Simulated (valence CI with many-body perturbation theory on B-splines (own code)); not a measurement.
The numbers below are computed, except where a source is named.
Hyperfine factors and g values of Ta XLII

Method: configuration interaction combined with many-body perturbation theory (CI+MBPT): four valence electrons over a frozen Dirac-Fock core [Ar] 3d10, a basis of 11 s, 11 p, 9 d, 7 f, 5 g, 2 h, 1 i functions for each j, with the one-electron correlation potential Σ1, the two-electron term Σ2, the three-electron term Σ3, Breit, model QED; selected CI, second order for the rest (own B-spline code, finite nucleus).

No measured spectrum was set against this ion. As an estimate, large intervals hold to a few tenths of a per cent, small ones and those within an open d or f shell to about a per cent.

A/g_I is the dipole constant over the nuclear g factor μ/I (μ in nuclear magnetons, uniformly magnetised nucleus), B/Q the quadrupole constant per barn. Both hold the static response of the core; the bare values leave it out. Large factors of s and p1/2 electrons are usually good to 5 to 10 %; those of open d and f shells near neutrality can be off by tens of per cent, and small factors of p3/2, d and f electrons come from cancelling terms and can be off by a factor of two or in sign, in half-filled shells by more. B is blank for J = 1/2, where it vanishes, and for nearly pure S terms. Energies count from the lowest level. Levels with J = 0 are left out.

Levels are named by their leading jj configuration (3d3/2^4 stands for four electrons in 3d with j = 3/2), which in mixed levels can hold well under half, so a name can repeat and another be missing. Letters in brackets count levels of one name in rising energy.

```
                         Level  E (× 10³ cm⁻¹)      g  A/g_I (MHz)  A/g_I bare  B/Q (MHz/b)  B/Q bare
        (4s^2 4p1/2 4p3/2) J=1          684.37  1.497       -48100      -47100        55200     53400
        (4s^2 4p1/2 4p3/2) J=2          718.23  1.178       158000      153000        96800     93600
            (4s^2 4p3/2^2) J=2          1428.2  1.313        56400       54300        13400     13000
        (4s 4p1/2^2 4p3/2) J=2          1438.9  1.573       395000      382000        97800     94600
        (4s 4p1/2^2 4p3/2) J=1          1554.9  1.056      -277000     -268000        72900     70500
        (4s^2 4p1/2 4d3/2) J=2          1890.8  0.766       134000      130000        19800     19500
        (4s^2 4p1/2 4d3/2) J=1          2033.6  0.875      -102000      -98100         6200      6190
    (4s 4p1/2 4p3/2^2) J=2 [a]          2045.4  1.484       158000      154000        13500     13200
        (4s^2 4p1/2 4d5/2) J=3          2088.4  1.200       176000      171000        -8130     -7620
        (4s^2 4p1/2 4d5/2) J=2          2175.2  1.320        43900       42900        38900     37900
        (4s 4p1/2 4p3/2^2) J=3          2201.9  1.237       261000      253000        28400     27600
    (4s 4p1/2 4p3/2^2) J=1 [a]          2272.5  1.273       489000      473000       -82900    -80200
    (4s 4p1/2 4p3/2^2) J=2 [b]          2294.8  1.103        18600       18100       -16100    -15700
    (4s 4p1/2 4p3/2^2) J=1 [b]          2306.6  1.358        53100       51500        48500     46900
        (4s 4p1/2^2 4d3/2) J=1          2655.6  0.412      -319000     -307000         9240      9110
        (4s 4p1/2^2 4d3/2) J=2          2680.7  1.163       345000      334000        17000     16800
        (4s^2 4p3/2 4d3/2) J=2          2701.8  1.051        33200       32400        -5460     -5260
        (4s^2 4p3/2 4d3/2) J=1          2711.2  1.131        39400       38400       -47600    -46200
        (4s^2 4p3/2 4d3/2) J=3          2721.1  1.122        44900       43800       103000     99800
        (4s^2 4p3/2 4d5/2) J=2          2774.3  1.302       114000      110000       -81500    -78700
        (4s^2 4p3/2 4d5/2) J=4          2776.2  1.246        27500       26900       134000    130000
        (4s 4p1/2^2 4d5/2) J=3          2856.5  1.362       240000      233000        16900     16700
        (4s 4p1/2^2 4d5/2) J=2          2901.2  1.092      -158000     -152000        -7290     -6790
        (4s^2 4p3/2 4d5/2) J=3          2923.2  1.174        30500       29900        14400     14300
        (4s^2 4p3/2 4d5/2) J=1          2931.1  1.135       -49900      -47100         8540      8330
              (4s 4p3/2^3) J=2          2991.0  1.368       309000      299000      -101000    -98200
         (4p1/2^2 4p3/2^2) J=2          3068.7  1.211        21400       21100        33400     32400
              (4s 4p3/2^3) J=1          3087.7  1.142      -247000     -239000       -30500    -29400
(4s 4p1/2 4p3/2 4d3/2) J=1 [a]          3278.2  1.178       172000      166000       -53200    -51600
(4s 4p1/2 4p3/2 4d3/2) J=2 [a]          3282.0  1.106       128000      124000       -30000    -29000
(4s 4p1/2 4p3/2 4d3/2) J=3 [a]          3297.0  1.137       186000      180000        29500     28600
    (4s 4p1/2 4p3/2 4d3/2) J=4          3348.8  1.186       244000      236000        77900     75500
        (4s^2 4p1/2 4f5/2) J=3          3376.9  0.875        82400       80100        29000     27900
(4s 4p1/2 4p3/2 4d3/2) J=2 [b]          3404.4  0.902       120000      117000       -55000    -53200
```

Q: Take the isotope of mass number 181, with I = 7/2, μ = 2.365 μN and Q = 3.17 b. What is the hyperfine structure of (4s^2 4p3/2^2) J=2?

A: From the table A = 38100 MHz, B = 42500 MHz. Shifts from the centre of gravity in MHz: F = 3/2: -320000, F = 5/2: -244000, F = 7/2: -126000, F = 9/2: 42700, F = 11/2: 277000.
